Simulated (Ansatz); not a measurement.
Isolated molecules relaxed with PBE0-D4/def2-TZVP in Ansatz; ΔE leaves out vibrations. CBS: MP2 limit from def2 TZ/QZ plus the TZ coupled-cluster correction, frozen cores. This one scheme is used for every species. Each species was taken in one conformer, which may not be the lowest.

Reaction (ligand exchange at the Al–C bond): `[NH2][Al]([OH])[CH]=O` + `C=N` → `C=[N][Al]([NH2])[OH]` + `C=O`

`[NH2][Al]([OH])[CH]=O`:

Z-matrix (Å, degrees):
```
N
Al 1 1.758
H 1 1.008 2 121.3
H 1 1.006 2 128.1 3 180.0
O 2 1.692 1 126.1 3 -180.0
C 2 2.010 1 115.1 3 0.0
H 5 0.955 2 126.8 1 -0.1
O 6 1.213 2 117.1 1 -0.0
H 6 1.118 2 125.0 1 180.0
```

`C=N`:

```xyz
5

C    -0.050    0.319    0.219
N    -0.313   -0.871   -0.102
H     0.694    0.953   -0.278
H    -0.592    0.772    1.051
H     0.261   -1.173   -0.890
```

`C=[N][Al]([NH2])[OH]`:

Cartesian coordinates in Å:
```
C 1.481 1.474 -1.111
N 0.794 0.800 -0.326
Al -0.129 -0.480 0.435
N -1.885 -0.512 0.258
O 0.721 -1.598 1.382
H 1.830 1.100 -2.089
H 1.795 2.506 -0.879
H -2.501 -1.192 0.670
H -2.412 0.165 -0.267
H 0.306 -2.263 1.926
```

`C=O`:

Cartesian coordinates in Å:
```
C 0.000 0.005 0.001
O -0.100 -1.135 -0.346
H -0.880 0.673 0.087
H 0.980 0.457 0.258
```

```csv
species,MP2/CBS(def2) energy (Eh)
`[NH2][Al]([OH])[CH]=O`,-487.54350
`C=N`,-94.48959
`C=[N][Al]([NH2])[OH]`,-467.69580
`C=O`,-114.36719
```

Problem. Work out ΔE.

Solution. ΔE = (-467.69580) + (-114.36719) − (-487.54350) − (-94.48959) = -0.02990 Eh = -78.5 kJ/mol. CCSD(T)/CBS gives -71.3 kJ/mol.

Largest T1 diagnostic among the species: 0.015.

From PBE to PBE0 (25 % exact exchange), in def2-TZVPP and without D4, ΔE moves by −7.2 kJ/mol. In def2-TZVPP, CCSD(T) changes the Hartree–Fock value by +14.6 kJ/mol (the triples alone add +2.5 kJ/mol) and MP2 by +7.4 kJ/mol.
